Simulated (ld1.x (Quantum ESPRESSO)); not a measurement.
# Before and after: PAW potential for Zn

ld1.x (Quantum ESPRESSO) 7.5 input, shortened:

```
&input
   title='Zn', zed=30., rel=1, dft='PZ', iswitch=3,
   config='[Ar] 3d10 4s2 4p0'
 /
 &inputp
   pseudotype=3, lpaw=.true., tm=.true., lloc=-1, rcloc=2.40,
   nlcc=.true., new_core_ps=.true.,
   which_augfun='BESSEL', rmatch_augfun=0.85
 /
6
4S  1  0   2.00   0.00  1.40  1.95  0.0
4S  1  0   0.00   0.15  1.40  1.95  0.0
4P  2  1   0.00   0.00  2.35  3.15  0.0
4P  2  1   0.00   0.30  2.35  3.15  0.0
3D  3  2  10.00   0.00  0.85  1.10  0.0
3D  3  2   0.00   1.10  0.85  1.10  0.0
 &test
   configts(1)='3d10 4s2 4p0'
 /
```

All-electron outer shells of the reference configuration (LDA (PZ), scalar-relativistic, ld1.x):

| shell | level (eV) | outermost node (bohr) | outermost maximum (bohr) |
| --- | --- | --- | --- |
| 3s | -128.62 | 0.28 | 0.59 |
| 3p | -83.26 | 0.25 | 0.59 |
| 3d | -10.42 | – | 0.56 |
| 4s | -6.23 | 0.85 | 2.09 |
| 4p | -1.23 | 0.92 | 3.04 |

Change: all radii but the core radius scaled by about 1.16 (s 2.26, p 3.64, d 1.28 bohr, rcut 1.62/2.72/0.98); local potential all-electron potential smoothed inside 2.78 bohr (lloc = -1); augmentation BESSEL, radius 0.98 bohr.

Cutoffs: the cutoffs (Ry, on a coarse ladder) from which the occupation-weighted sum of valence levels, in a spherical-Bessel basis at the reference potential, stays within 10 and 1 mRy of its value at 400 Ry; they do not see the model core or the augmentation charge, which bear on the density cutoff. Errors are all-electron minus pseudo energies relative to the spin-unpolarised reference configuration.

Predict the effect on cutoff, ghosts and configuration errors.

The potential gets softer (120 Ry and 200 Ry → 90 Ry and 120 Ry); of the 9 tests that both files solve, the error grows in 0 and shrinks in 6 by more than 15 % and 0.3 meV (median size 10.5 → 7.6 meV); neither file shows a bound ghost. A larger radius leaves more room for a smooth pseudo-wave, so fewer plane waves are needed. That the errors move this way runs against the usual rule that smaller radii transfer better.

| quantity | base | changed |
| --- | --- | --- |
| cutoff, loose | 120 Ry | 90 Ry |
| cutoff, tight | 200 Ry | 120 Ry |
| loose cutoff by channel (10 mRy a level) | s 6 Ry, d 80 Ry | s 6 Ry, d 55 Ry |
| bound ghosts | none | none |
| error for 3d10 4s1 4p0, meV [ΔE 10.19 eV] | -2.4 | -1.3 |
| error for 3d10 4s0 4p0, meV [ΔE 28.96 eV] | -11 | -7.6 |
| error for 3d9 4s0 4p0, meV [ΔE 69.85 eV] | -172 | -183 |
| error for 3d10 4s0 4p1, meV [ΔE 16.61 eV] | -7.5 | -4.1 |
| error for 3d10 4s1 4p1, meV [ΔE 5.18 eV] | -1.6 | -0.7 |
| error for 3d9 4s2 4p1, meV [ΔE 12.36 eV] | -103 | -92 |
| error for 3d9 4s2 4p0, meV [ΔE 18.21 eV] | -121 | -99 |
| error for 3d10 4s1 4p0 (spin-polarised), meV [ΔE 9.94 eV] | -2.8 | -1.0 |
| error for 3d9 4s0 4p0 (spin-polarised), meV [ΔE 69.58 eV] | -172 | -183 |
| lowest overlap eigenvalue by channel | s 0.42, p 0.81, d 1.00 | s 0.40, p 0.82, d 0.99 |
